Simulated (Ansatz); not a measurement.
Isolated molecules relaxed with PBE0-D4/def2-TZVP in Ansatz; ΔE leaves out vibrations. CCSD(T)/CBS is the MP2 limit (def2-TZVPP, def2-QZVPP) plus CCSD(T) − MP2 in def2-TZVPP, frozen cores. This one scheme is used for every species. DFT in def2-TZVPP. Each species was taken in one conformer, which may not be the lowest.

`CC(C)[SiH]` + `O[SiH3]` → `CC(C)O[SiH3]` + `[SiH2]`  (substitution at a C–Si bond)

`CC(C)[SiH]`:

Cartesian coordinates in Å:
```
C -0.134 0.330 -1.381
C 0.555 0.316 -0.034
C -0.395 0.205 1.163
Si 1.340 -1.251 0.699
H 0.593 0.298 -2.196
H -0.787 -0.540 -1.490
H -0.742 1.231 -1.521
H 1.209 1.181 0.084
H -1.410 -0.043 0.857
H -0.108 -0.639 1.883
H -0.382 1.074 1.821
H 0.260 -2.161 0.113
```

`O[SiH3]`:

Z-matrix (Å, degrees):
```
Si
O 1 1.648
H 1 1.489 2 111.7
H 1 1.489 2 111.7 3 120.9
H 1 1.481 2 105.9 3 -119.6
H 2 0.957 1 117.9 3 -60.5
```

`CC(C)O[SiH3]`:

Cartesian coordinates in Å:
```
C -0.623 -1.735 -0.368
C -0.278 -0.263 -0.316
C -1.446 0.588 0.143
O 0.821 -0.106 0.575
Si 1.948 1.076 0.437
H 0.236 -2.319 -0.700
H -1.453 -1.913 -1.055
H -0.913 -2.085 0.626
H 0.028 0.063 -1.322
H -1.174 1.645 0.176
H -1.760 0.283 1.144
H -2.294 0.476 -0.537
H 2.506 1.102 -0.946
H 1.390 2.428 0.724
H 3.011 0.762 1.419
```

`[SiH2]`:

Z-matrix (Å, degrees):
```
Si
H 1 1.525
H 1 1.525 2 91.2
```

```
             level  ΔE (kJ/mol)  difference from CCSD(T)/CBS
           PBE0-D4         66.7                         12.0
      CAM-B3LYP-D4         43.6                        -11.1
            B2PLYP         51.9                         -2.8
            r2SCAN         66.2                         11.5
              PBE0         67.2                         12.5
       HF/def2-SVP         -0.6                        -55.3
     HF/def2-TZVPP         14.8                        -39.9
CCSD(T)/def2-TZVPP         49.7                         -5.0
      HF/CBS(def2)         15.1                        -39.6
     MP2/CBS(def2)         70.6                         15.9
       CCSD(T)/CBS         54.7                            0
```

Q: What do rigid-rotor, harmonic-oscillator terms from PBE0-D4/def2-TZVP frequencies (298.15 K, 1 bar) make of the CCSD(T)/CBS value? (Estimate.)

A: Ansatz gave: ΔZPE = -8.7 kJ/mol, ΔH = +48.5 kJ/mol, ΔS = 3 J/(mol·K), ΔG = +47.6 kJ/mol. Modes under 50 cm⁻¹ make the entropy rough.

Largest T1 diagnostic among the species: 0.014.

From BLYP to BHLYP (50 % exact exchange), in def2-TZVPP and without D4, ΔE moves by −9.8 kJ/mol. In def2-TZVPP, CCSD(T) changes the Hartree–Fock value by +34.9 kJ/mol (the triples alone add +6.4 kJ/mol) and MP2 by +50.9 kJ/mol.
